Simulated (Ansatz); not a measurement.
Cost against result

Saddle point of ZnH$_{4}$OF$_{2}$, singlet (ZnH₂O ([OH][ZnH]) + HF + HF → ZnHOF ([OH][Zn][F]) + HF + H₂; bonds formed: Zn1–F5, H2–H6, H4–F7; bonds broken: Zn1–H2, H4–F5, H6–F7), PBE0-D4/def2-TZVP structure:

```
8
angstrom
Zn 0.0404 -0.5744 0.4413
H 1.1472 -0.3936 -0.8388
O -0.1556 -1.8242 1.7001
H -0.4039 1.4510 -0.8137
F -0.9830 1.0782 0.0837
H 0.8560 0.4229 -1.2267
F 0.3832 1.4974 -1.6472
H -0.8843 -1.6574 2.3015
```

Barriers are electronic and count from the start structure reached by relaxing down the imaginary mode.

Computed with Ansatz 0.2.0 (basis: as named in each row); correlated methods freeze the cores. The 3s and 3p shells of Cu and Zn are frozen; filled d shells are correlated. B3LYP uses VWN-RPA correlation. Extrapolation: Hartree–Fock as exp(−7.88 √X), correlation as X^−2.97.

Times are rough, for one single point on 8 threads of a shared host (Arm Neoverse V1).

The estimate by CCSD(T) at an estimated basis limit (MP2 extrapolated from triple and quadruple zeta, plus CCSD(T) − MP2 in triple zeta) is 0.483 eV.

```
      method       basis  time (s)  barrier (eV)  method less estimate
       SPW92    def2-SVP   under 1        -0.092                -0.575
          HF      STO-3G   under 1         1.299                 0.816
      PBE-D4    def2-SVP   under 1         0.149                -0.334
    B3LYP-D4       6-31G   under 1         0.009                -0.474
     PBE0-D4    def2-SVP   under 1         0.285                -0.198
       SPW92  def2-TZVPP   under 1         0.106                -0.377
      PBE-D4  def2-TZVPP   under 1         0.337                -0.146
     BLYP-D4  def2-TZVPP   under 1         0.399                -0.083
    BHLYP-D4  def2-TZVPP         1         0.562                 0.080
    B3LYP-D4  def2-TZVPP         1         0.464                -0.018
     PBE0-D4  def2-TZVPP         1         0.435                -0.047
CAM-B3LYP-D4  def2-TZVPP         1         0.444                -0.039
   r2SCAN-D4  def2-TZVPP         2         0.331                -0.151
     CCSD(T)    def2-SVP         2         0.457                -0.026
  r2SCAN0-D4  def2-TZVPP         2         0.420                -0.062
     wB97M-V    def2-SVP         2         0.372                -0.111
      B2PLYP  def2-TZVPP         2         0.483                 0.000
    PBE-QIDH  def2-TZVPP         2         0.481                -0.002
  RPA on PBE  def2-TZVPP         2         0.498                 0.015
     wB97X-V  def2-TZVPP         3         0.478                -0.005
     wB97M-V  def2-TZVPP         3         0.525                 0.043
      B97M-V  def2-TZVPP         3         0.574                 0.091
      PBE-D4      STO-3G         6        -0.390                -0.873
         MP2  def2-QZVPP         6         0.464                -0.019
     CCSD(T)  def2-TZVPP        54         0.520                 0.037
```

All methods are single points on the PBE0-D4 structures; a negative value means that the method puts the saddle structure below the start.

No T1 diagnostic of these runs exceeds 0.016.

Labels in which every atom is bracketed show which atoms are joined, not bond orders.
